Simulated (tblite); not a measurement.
C6H13O (charge -1).
Numbering: `[CH3:1][CH2:2][CH2:3][CH2:4][C@H:5]([CH3:6])[O-:7]` (hydrogens: H8, H9, H10 on C1; H11, H12 on C2; H13, H14 on C3; H15, H16 on C4; H17 on C5; H18, H19, H20 on C6)

Computed with GFN2-xTB (tblite), gas phase: Langevin dynamics at 300 K from the optimised GFN2-xTB geometry, time step 0.5 fs, friction 0.01 fs⁻¹, 2000 steps.

Start geometry:
```
atom  x, y, z in Å
C1     -2.480    0.613   -0.678
C2     -1.560   -0.600   -0.704
C3     -0.810   -0.797    0.614
C4      0.421    0.100    0.685
C5      1.497   -0.271   -0.417
C6      2.775    0.581   -0.065
O7      1.104   -0.137   -1.659
H8     -2.997    0.722   -1.631
H9     -1.904    1.518   -0.501
H10    -3.232    0.523    0.112
H11    -2.151   -1.492   -0.941
H12    -0.766   -0.464   -1.459
H13    -0.476   -1.838    0.678
H14    -1.478   -0.612    1.471
H15     0.128    1.143    0.539
H16     0.881    0.011    1.678
H17     1.800   -1.353   -0.149
H18     2.542    1.641   -0.166
H19     3.131    0.387    0.950
H20     3.567    0.337   -0.771
```

The statistics below take the 31 frames saved every 25 fs from 250 to 1000 fs; their kinetic temperature (all 3N coordinates) averages 270 K.

**Question.** How do the bond lengths spread?

**Answer.** 
| bond | start (Å) | mean (Å) | standard deviation (Å) | shortest (Å) | longest (Å) |
| --- | --- | --- | --- | --- | --- |
| C1–C2 | 1.523 | 1.529 | 0.031 | 1.462 | 1.591 |
| C2–C3 | 1.528 | 1.541 | 0.038 | 1.478 | 1.626 |
| C3–C4 | 1.525 | 1.528 | 0.033 | 1.450 | 1.590 |
| C4–C5 | 1.584 | 1.594 | 0.040 | 1.519 | 1.681 |
| C5–C6 | 1.576 | 1.594 | 0.031 | 1.534 | 1.655 |
| C5–O7 | 1.309 | 1.304 | 0.021 | 1.264 | 1.340 |
| C1–H8 | 1.090 | 1.094 | 0.029 | 1.033 | 1.148 |
| C1–H9 | 1.087 | 1.095 | 0.039 | 1.011 | 1.166 |
| C1–H10 | 1.094 | 1.094 | 0.023 | 1.057 | 1.172 |
| C2–H11 | 1.096 | 1.098 | 0.031 | 1.031 | 1.165 |
| C2–H12 | 1.104 | 1.097 | 0.025 | 1.033 | 1.169 |
| C3–H13 | 1.095 | 1.100 | 0.023 | 1.068 | 1.152 |
| C3–H14 | 1.103 | 1.102 | 0.032 | 1.062 | 1.177 |
| C4–H15 | 1.093 | 1.097 | 0.029 | 1.041 | 1.158 |
| C4–H16 | 1.098 | 1.099 | 0.034 | 1.040 | 1.165 |
| C5–H17 | 1.155 | 1.173 | 0.056 | 1.071 | 1.304 |
| C6–H18 | 1.090 | 1.091 | 0.024 | 1.046 | 1.135 |
| C6–H19 | 1.093 | 1.093 | 0.021 | 1.060 | 1.137 |
| C6–H20 | 1.089 | 1.093 | 0.032 | 1.039 | 1.167 |

**Question.** How far does each atom move about its mean position (frames aligned on the start, all atoms weighted alike), and what rms force does it feel?

**Answer.** 
```json
{"atom": "C1", "rms displacement (Å)": "0.18", "rms force (eV/Å)": "1.91"}
{"atom": "C2", "rms displacement (Å)": "0.11", "rms force (eV/Å)": "1.88"}
{"atom": "C3", "rms displacement (Å)": "0.11", "rms force (eV/Å)": "1.77"}
{"atom": "C4", "rms displacement (Å)": "0.14", "rms force (eV/Å)": "1.81"}
{"atom": "C5", "rms displacement (Å)": "0.15", "rms force (eV/Å)": "1.50"}
{"atom": "C6", "rms displacement (Å)": "0.16", "rms force (eV/Å)": "1.48"}
{"atom": "O7", "rms displacement (Å)": "0.33", "rms force (eV/Å)": "1.15"}
{"atom": "H8", "rms displacement (Å)": "0.93", "rms force (eV/Å)": "1.00"}
{"atom": "H9", "rms displacement (Å)": "0.92", "rms force (eV/Å)": "1.33"}
{"atom": "H10", "rms displacement (Å)": "0.92", "rms force (eV/Å)": "0.85"}
{"atom": "H11", "rms displacement (Å)": "0.23", "rms force (eV/Å)": "1.07"}
{"atom": "H12", "rms displacement (Å)": "0.26", "rms force (eV/Å)": "0.93"}
{"atom": "H13", "rms displacement (Å)": "0.19", "rms force (eV/Å)": "0.71"}
{"atom": "H14", "rms displacement (Å)": "0.16", "rms force (eV/Å)": "0.92"}
{"atom": "H15", "rms displacement (Å)": "0.24", "rms force (eV/Å)": "0.93"}
{"atom": "H16", "rms displacement (Å)": "0.21", "rms force (eV/Å)": "1.07"}
{"atom": "H17", "rms displacement (Å)": "0.26", "rms force (eV/Å)": "0.95"}
{"atom": "H18", "rms displacement (Å)": "0.52", "rms force (eV/Å)": "0.87"}
{"atom": "H19", "rms displacement (Å)": "0.43", "rms force (eV/Å)": "0.73"}
{"atom": "H20", "rms displacement (Å)": "0.40", "rms force (eV/Å)": "1.04"}
```

The displacements run from 0.11 to 0.93 Å.

**Question.** Follow the torsions C1–C2–C3–C4, C2–C3–C4–C5 and C3–C4–C5–C6 through every second one of these frames.

**Answer.** 
```json
{"t (fs)": "250", "C1–C2–C3–C4 (°)": "-90", "C2–C3–C4–C5 (°)": "-68", "C3–C4–C5–C6 (°)": "-165"}
{"t (fs)": "300", "C1–C2–C3–C4 (°)": "-78", "C2–C3–C4–C5 (°)": "-78", "C3–C4–C5–C6 (°)": "-159"}
{"t (fs)": "350", "C1–C2–C3–C4 (°)": "-98", "C2–C3–C4–C5 (°)": "-69", "C3–C4–C5–C6 (°)": "-161"}
{"t (fs)": "400", "C1–C2–C3–C4 (°)": "-83", "C2–C3–C4–C5 (°)": "-65", "C3–C4–C5–C6 (°)": "-166"}
{"t (fs)": "450", "C1–C2–C3–C4 (°)": "-79", "C2–C3–C4–C5 (°)": "-60", "C3–C4–C5–C6 (°)": "-165"}
{"t (fs)": "500", "C1–C2–C3–C4 (°)": "-74", "C2–C3–C4–C5 (°)": "-46", "C3–C4–C5–C6 (°)": "-175"}
{"t (fs)": "550", "C1–C2–C3–C4 (°)": "-67", "C2–C3–C4–C5 (°)": "-50", "C3–C4–C5–C6 (°)": "-169"}
{"t (fs)": "600", "C1–C2–C3–C4 (°)": "-56", "C2–C3–C4–C5 (°)": "-66", "C3–C4–C5–C6 (°)": "-164"}
{"t (fs)": "650", "C1–C2–C3–C4 (°)": "-71", "C2–C3–C4–C5 (°)": "-65", "C3–C4–C5–C6 (°)": "-173"}
{"t (fs)": "700", "C1–C2–C3–C4 (°)": "-71", "C2–C3–C4–C5 (°)": "-65", "C3–C4–C5–C6 (°)": "180"}
{"t (fs)": "750", "C1–C2–C3–C4 (°)": "-84", "C2–C3–C4–C5 (°)": "-69", "C3–C4–C5–C6 (°)": "171"}
{"t (fs)": "800", "C1–C2–C3–C4 (°)": "-75", "C2–C3–C4–C5 (°)": "-75", "C3–C4–C5–C6 (°)": "179"}
{"t (fs)": "850", "C1–C2–C3–C4 (°)": "-72", "C2–C3–C4–C5 (°)": "-74", "C3–C4–C5–C6 (°)": "-174"}
{"t (fs)": "900", "C1–C2–C3–C4 (°)": "-90", "C2–C3–C4–C5 (°)": "-55", "C3–C4–C5–C6 (°)": "165"}
{"t (fs)": "950", "C1–C2–C3–C4 (°)": "-81", "C2–C3–C4–C5 (°)": "-64", "C3–C4–C5–C6 (°)": "172"}
{"t (fs)": "1000", "C1–C2–C3–C4 (°)": "-66", "C2–C3–C4–C5 (°)": "-75", "C3–C4–C5–C6 (°)": "169"}
```

Largest departure from the start value over all these frames: C1–C2–C3–C4 26° (start -82°), C2–C3–C4–C5 19° (start -64°), C3–C4–C5–C6 24° (start -171°).

**Question.** How widely does the potential energy scatter, against a harmonic estimate?

**Answer.** Mean 0.67 eV above the start, standard deviation 0.116 eV, range 0.49 to 0.92 eV. For 54 classical harmonic modes at 300 K the canonical values are 54kT/2 = 0.70 eV and kT·√(54/2) = 0.134 eV.

The run is classical and short, so these are rough statistics of one trajectory.

What follows is the cost of the whole dynamics run. On one thread of an AMD EPYC, on a shared host, this took 39 s wall and 0.18 GiB of memory at its peak.
